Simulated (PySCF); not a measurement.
Geometry:
```json
{"atom": "C1", "x (Å)": "-2.293", "y (Å)": "0.046", "z (Å)": "-0.258"}
{"atom": "C2", "x (Å)": "-0.935", "y (Å)": "-0.297", "z (Å)": "-0.806"}
{"atom": "O3", "x (Å)": "-0.790", "y (Å)": "-0.940", "z (Å)": "-1.820"}
{"atom": "Si4", "x (Å)": "0.593", "y (Å)": "0.339", "z (Å)": "0.193"}
{"atom": "C5", "x (Å)": "2.142", "y (Å)": "-0.251", "z (Å)": "-0.744"}
{"atom": "Cl6", "x (Å)": "3.601", "y (Å)": "0.305", "z (Å)": "0.127"}
{"atom": "H7", "x (Å)": "-3.084", "y (Å)": "-0.355", "z (Å)": "-0.888"}
{"atom": "H8", "x (Å)": "-2.380", "y (Å)": "-0.355", "z (Å)": "0.749"}
{"atom": "H9", "x (Å)": "-2.384", "y (Å)": "1.127", "z (Å)": "-0.190"}
{"atom": "H10", "x (Å)": "0.551", "y (Å)": "1.801", "z (Å)": "0.249"}
{"atom": "H11", "x (Å)": "0.556", "y (Å)": "-0.237", "z (Å)": "1.538"}
{"atom": "H12", "x (Å)": "2.211", "y (Å)": "-1.335", "z (Å)": "-0.809"}
{"atom": "H13", "x (Å)": "2.207", "y (Å)": "0.154", "z (Å)": "-1.751"}
```

One conformer, non-relativistic, one averaged value for each set of equivalent atoms, isolated molecule. NMR shieldings at PBE0/pcSseg-1/GIAO; structure optimised with GFN2-xTB; PySCF 2.14.0 with density-fitted response routines.

Chemical shifts δ = σref − σ; 13C (σref 186.93), 1H (σref 31.72), 29Si (σref 349.16) against TMS; H2O for 17O (σref 336.08); HCl for 35Cl (σref 949.78), all at this level.

```
   atoms  nucleus  count  δ (ppm)
      O3      17O      1    853.8
H7/H8/H9       1H      3     2.41
      C2      13C      1    242.5
      C5      13C      1     28.3
 H12/H13       1H      2     3.22
     Cl6     35Cl      1       -2
 H10/H11       1H      2        ?
     Si4     29Si      1        ?
      C1      13C      1        ?
```

Question: Estimate the values marked ?.

Answer: 
- C1: 40.4 ppm, methyl carbon α to a carbonyl; α to the electron-withdrawing carbonyl group
- H10/H11: 4.43 ppm, hydrogen on a silicon bonded to 2 C
- Si4: -58.9 ppm, silicon bonded to 2 C, 2 H

Carbons that carry Cl, above all several Cl atoms, come out too deshielded, partly because spin–orbit coupling is missing. Shifts are as computed. Against solution values, carbons near 30 ppm lie about +3 ppm off and those near 130 ppm about +5 ppm; carbons on Cl a further +6 ppm. Of 1211 compounds with measured shifts, 218 miss one by over three times the rms of a fit or turn the order of signals round; such compounds aren't used in these exercises. Unscaled 17O shifts of doubly bonded oxygen tend to come out too high, by tens of ppm or more. Experimental scales use liquid or dissolved standards, which lie at an offset from isolated H2O (liquid H2O: subtract about 36 ppm).
